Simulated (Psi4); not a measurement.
CH3Li, charge -1, doublet, geometry from GFN2-xTB (such geometries of metal compounds can be far from the true shape) (a state made from the parent by changing its charge; the spin is typed, not shown lowest) (a gas-phase anion, which may not be bound at this level); PBE/6-31G* (Psi4 1.11).

Here is a job for Psi4.
```
memory 2 GB

molecule {
-1 2
  Li   -1.20662055   -0.71723209   -1.05828569
  C     0.29200003    0.17356889    0.25610326
  H     0.88001435   -0.55142896    0.87715171
  H    -0.10349501    0.89346180    1.01926889
  H     1.09134210    0.76825007   -0.25818308
}

set basis 6-31g*
set reference uks
set scf_type pk
set puream true
set d_convergence 1e-8
set dft_radial_points 99
set dft_spherical_points 590

energy('pbe')
print_variables()
```

**Question.** Write the output that Psi4 gives for this input, abridged.

**Answer.** 
```
   => Loading Basis Set <=

    Name: 6-31G*
    Role: ORBITAL
    Keyword: BASIS

         ---------------------------------------------------------
                                   SCF
               by Justin Turney, Rob Parrish, Andy Simmonett
                          and Daniel G. A. Smith
                              UKS Reference
         ---------------------------------------------------------

  ==> Geometry <==

    Molecular point group: c1
    Full point group: C1

    Geometry (in Angstrom), charge = -1, multiplicity = 2:

       Center              X                  Y                   Z               Mass
    ------------   -----------------  -----------------  -----------------  -----------------
         LI          -1.066908712224    -0.634185423721    -0.935749209272     7.016003436600
         C            0.431711867776     0.256615556279     0.378639740728    12.000000000000
         H            1.019726187776    -0.468382293721     0.999688190728     1.007825032230
         H            0.036216827776     0.976508466279     1.141805370728     1.007825032230
         H            1.231053937776     0.851296736279    -0.135646599272     1.007825032230

  Running in c1 symmetry.

  Rotational constants: A =      5.43924  B =      0.62487  C =      0.62487 [cm^-1]
  Rotational constants: A = 163064.37156  B =  18733.16003  C =  18733.16002 [MHz]
  Nuclear repulsion =   15.434065992643093

  Charge       = -1
  Multiplicity = 2
  Electrons    = 13
  Nalpha       = 7
  Nbeta        = 6

  ==> Algorithm <==

  SCF Algorithm Type is PK.
  DIIS enabled.
  MOM disabled.
  Fractional occupation disabled.
  Guess Type is SAD.
  Energy threshold   = 1.00e-06
  Density threshold  = 1.00e-08
  Integral threshold = 1.00e-12

  ==> Primary Basis <==

  Basis Set: 6-31G*
    Blend: 6-31G*
    Number of shells: 18
    Number of basis functions: 34
    Number of Cartesian functions: 36
    Spherical Harmonics?: true
    Max angular momentum: 2

  ==> DFT Potential <==

   => LibXC <=

    Version 7.1.2
    S. Lehtola, C. Steigemann, M. J. T. Oliveira, and M. A. L. Marques,  SoftwareX 7, 1–5 (2018) (10.1016/j.softx.2017.11.002)

   => Composite Functional: PBE <=

    PBE GGA Exchange-Correlation Functional

    J.P. Perdew et. al., Phys. Rev. Lett., 77(18), 3865-3868, 1996

    Deriv               =              1
    GGA                 =           TRUE
    Meta                =          FALSE

    Exchange Hybrid     =          FALSE
[...]
      Ntotal   =   13.0000002829 ; deviation = 2.829e-07

   @Spin Contamination Metric:   5.949150937E-04
   @S^2 Expected:                7.500000000E-01
   @S^2 Observed:                7.505949151E-01
   @S   Expected:                5.000000000E-01
   @S   Observed:                5.000000000E-01

    Orbital Energies [Eh]
    ---------------------

    Alpha Occupied:

[...]
       7A      0.078961

    Alpha Virtual:

[...]
    Beta Occupied:

[...]
    Beta Virtual:

[...]
      34A      2.394261

    Final Occupation by Irrep:
              A
    DOCC [     6 ]
    SOCC [     1 ]
    NA   [     7 ]
    NB   [     6 ]

  @UKS Final Energy:   -47.29677981441250

   => Energetics <=

    Nuclear Repulsion Energy =             15.4340659926430934
    One-Electron Energy =                 -95.8099225651479998
    Two-Electron Energy =                  41.5307688640816792
    DFT Exchange-Correlation Energy =      -8.4516921059892844
    Empirical Dispersion Energy =           0.0000000000000000
    VV10 Nonlocal Energy =                  0.0000000000000000
    Total Energy =                        -47.2967798144125027

  UHF NO Occupations:
  HONO-2 :    5  A 1.9999932
  HONO-1 :    6  A 1.9997175
  HONO-0 :    7  A 1.0000000
  LUNO+0 :    8  A 0.0002825
  LUNO+1 :    9  A 0.0000068
  LUNO+2 :   10  A 0.0000068
  LUNO+3 :   11  A 0.0000010

Computation Completed

Properties will be evaluated at   0.000000,   0.000000,   0.000000 [a0]

Properties computed using the SCF density matrix

 Multipole Moments:

 ------------------------------------------------------------------------------------
     Multipole            Electronic (a.u.)      Nuclear  (a.u.)        Total (a.u.)
 ------------------------------------------------------------------------------------

 L = 1.  Multiply by 2.5417464519 to convert [e a0] to [Debye]
 Dipole X            :         -1.2250343            3.1682053            1.9431710
 Dipole Y            :         -0.7281759            1.8832254            1.1550495
 Dipole Z            :         -1.0744336            2.7787247            1.7042911
 Magnitude           :                                                    2.8310176

 ------------------------------------------------------------------------------------

  Variable Map:
  ----------------------------------------------------------------------------
[...]
  Array Variable Map:
  ----------------------------------------------------------------------------
[...]
[...]
```
